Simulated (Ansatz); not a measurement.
Which isomer of CH4BeGe gives these data?

These gas-phase data were calculated for one isomer of CH4BeGe at PBE0-D4/def2-TZVP (harmonic, unscaled wavenumbers; equilibrium rotational constants with average atomic masses):

- rotational constants: 11.26, 6.935, 4.407 GHz
- all wavenumbers above 1500 cm⁻¹: 3143, 3101, 3027, 2069
- dipole moment: 0.87 D (PBE0/def2-TZVPD)

Candidates:

(1) `[BeH][Ge][CH3]`, a singlet
(2) `[BeH][CH2][GeH]`, a singlet

Assign the data to one candidate and say why.

Candidate (1). 3 modes lie between 2750 and 3290 cm⁻¹, one for each C–H bond, while (2) has 2.

The same quantities for all candidates:

|  | rotational constants (GHz) | wavenumbers above 1500 cm⁻¹ | dipole (D) | E above the lowest, PBE0-D4/def2-TZVP (kcal/mol) |
| --- | --- | --- | --- | --- |
| (1) | 11.26, 6.935, 4.407 | 3143, 3101, 3027, 2069 | 0.87 | 10.7 |
| (2) | 28.29, 4.414, 4.052 | 3115, 3018, 2137, 1878 | 1.20 | 0.0 |

Each candidate is one conformer. Programs: Ansatz 0.2.0.
